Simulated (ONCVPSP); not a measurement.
**Logarithmic derivatives: lutetium, ONCV**

Lu (Z = 71), optimised norm-conserving Vanderbilt (ONCV), made with ONCVPSP 4.0.1 (PBE, scalar-relativistic). Core [Kr] 4d10, reference 4f14 5s2 5p6 5d2 6s1. Waves: 5s+6s: rc 2.00 bohr, ncon 4, nbas 8, qcut 6.2 1/bohr, 2 projectors; 5p: rc 2.10 bohr, ncon 5, nbas 10, qcut 7.7 1/bohr, 2 projectors, debl 3.7 Ha; 5d: rc 2.70 bohr, ncon 5, nbas 10, qcut 5.1 1/bohr, 2 projectors, debl 2.3 Ha; 4f: rc 0.65 bohr, ncon 4, nbas 8, qcut 26.3 1/bohr, 2 projectors, debl 1.4 Ha. Local part: polynomial inside 0.40 bohr (lpopt 5, dvloc0 1 Ha). Core correction: none.

The phase is arctan(r·R′/R) of the radial function R(r), unwrapped; energies in Ha, scanned from -4 to 5 Ha. A pole is an energy at which the radial function vanishes at the test radius. The pseudo phase is shifted by a multiple of π to meet the all-electron one at the reference energy, and phase errors are pseudo minus all-electron; the curves can meet again beyond the range given. Levels narrower than the energy grid can be missing from the lists of poles.

| channel | radius (bohr) | reference energy (Ha) | poles, all-electron | poles, pseudo | unbroken range about the reference energy with phases within 0.05 rad | phase error 1 Ha above the reference energy (rad) |
| --- | --- | --- | --- | --- | --- | --- |
| s | 2.04 | -0.16 | -2.00, 4.15 | -2.00, 4.10 | the whole range | -0.000 |
| p | 2.14 | -1.13 | -0.78, 4.68 | -0.78, 4.65 | the whole range | -0.000 |
| d | 2.75 | -0.05 | 0.37, 3.35 | 0.37, 3.35 | below 5.0 | +0.001 |
| f | 0.66 | -0.32 | none | none | the whole range | -0.000 |

Note: ghosts flagged at negative energy: s at -1901.1 eV, s at -185.7 eV, p at -1058.2 eV, d at -595.0 eV, f at -7.0 eV; GHOST(+) flagged for p at 207.9 eV. A true bound ghost makes a file unfit for plane-wave use.

Phases in the s channel:

```
E (Ha)  all-electron  pseudo
 -3.98         1.295   1.295
 -3.74         1.272   1.273
 -3.50         1.242   1.242
 -3.26         1.196   1.196
 -3.02         1.119   1.119
 -2.78         0.948   0.948
 -2.54         0.299   0.299
 -2.30        -1.139  -1.139
 -2.06        -1.524  -1.524
 -1.82        -1.659  -1.659
 -1.58        -1.736  -1.736
 -1.34        -1.796  -1.796
 -1.10        -1.851  -1.851
 -0.86        -1.911  -1.911
 -0.62        -1.984  -1.984
 -0.38        -2.079  -2.079
 -0.14        -2.215  -2.215
  0.10        -2.426  -2.426
  0.34        -2.764  -2.764
  0.58        -3.237  -3.237
  0.82        -3.697  -3.697
  1.06        -4.013  -4.014
  1.30        -4.209  -4.210
  1.54        -4.335  -4.335
  1.78        -4.420  -4.421
  2.02        -4.482  -4.483
  2.26        -4.529  -4.530
  2.50        -4.566  -4.567
  2.74        -4.597  -4.598
  2.98        -4.622  -4.624
  3.22        -4.645  -4.646
  3.46        -4.664  -4.666
  3.70        -4.682  -4.684
  3.94        -4.699  -4.701
  4.18        -4.715  -4.718
  4.42        -4.730  -4.733
  4.66        -4.745  -4.749
  4.90        -4.760  -4.766
```
